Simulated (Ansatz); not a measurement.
Consider the redistribution: `O[SiH](Cl)[O][GeH3]` + `CB(N)[SiH3]` → `N[B]([SiH3])[GeH3]` + `CO[SiH](O)Cl`.

Isolated molecules relaxed with PBE0-D4/def2-TZVP in Ansatz; ΔE leaves out vibrations. CCSD(T)/CBS is the MP2 limit (def2-TZVPP, def2-QZVPP) plus CCSD(T) − MP2 in def2-TZVPP, frozen cores. DFT in def2-TZVPP. For Ge outer-core shells are correlated without core-valence functions, which leaves a few kJ/mol of doubt a bond. Scalar relativity is left out up to krypton. One conformer a species, not always the lowest.

`O[SiH](Cl)[O][GeH3]`:

```xyz
10

O     1.656    0.977    0.309
Si    0.052    1.281    0.373
Cl   -0.495    2.156   -1.413
O    -0.729   -0.103    0.608
Ge   -0.609   -1.720   -0.145
H     2.208    1.572   -0.200
H    -0.309    2.222    1.445
H    -2.043   -2.260   -0.165
H     0.307   -2.565    0.747
H    -0.037   -1.560   -1.560
```

`CB(N)[SiH3]`:

Cartesian coordinates in Å:
```
C 1.448 0.561 0.481
B -0.064 0.274 0.157
N -1.054 1.154 0.584
Si -0.633 -1.372 -0.883
H 2.038 0.621 -0.440
H 1.611 1.485 1.045
H 1.885 -0.264 1.054
H -2.035 1.022 0.406
H -0.850 1.994 1.105
H -0.210 -2.629 -0.200
H -0.021 -1.400 -2.244
H -2.115 -1.444 -1.064
```

`N[B]([SiH3])[GeH3]`:

Z-matrix (Å, degrees):
```
Si
B 1 2.017
H 1 1.491 2 110.9
H 1 1.491 2 111.0 3 -119.1
H 1 1.495 2 112.1 3 120.5
Ge 2 2.070 1 122.1 3 59.7
N 2 1.386 1 119.7 3 -120.3
H 6 1.541 2 112.0 1 -60.1
H 6 1.541 2 112.0 1 59.7
H 6 1.547 2 111.5 1 179.8
H 7 1.009 2 123.6 1 -180.0
H 7 1.009 2 123.3 1 0.0
```

`CO[SiH](O)Cl`:

```xyz
10

C     1.190    1.102   -0.262
O     0.090    0.305   -0.646
Si   -0.897   -0.520    0.343
O    -1.872   -1.463   -0.544
Cl    0.268   -1.638    1.622
H     1.908    0.525    0.329
H     1.681    1.456   -1.169
H     0.866    1.969    0.322
H    -1.759    0.344    1.165
H    -1.476   -2.080   -1.162
```

CCSD(T)/CBS gives +1.42 eV.

(1) Another level gave +1.44 eV. Which?
A. PBE0/def2-TZVPP
B. CCSD(T)/def2-TZVPP
C. HF/def2-TZVPP
D. PBE/def2-TZVPP

Largest T1 diagnostic among the species: 0.013.

Results:

(1) B. CCSD(T)/def2-TZVPP 1.44, PBE 1.28, PBE0 1.35, HF/def2-TZVPP 1.59 eV.

In def2-TZVPP, CCSD(T) changes the Hartree–Fock value by −0.15 eV (the triples alone add −0.02 eV) and MP2 by −0.07 eV. From PBE to PBE0 (25 % exact exchange), in def2-TZVPP and without D4, ΔE moves by +0.07 eV.
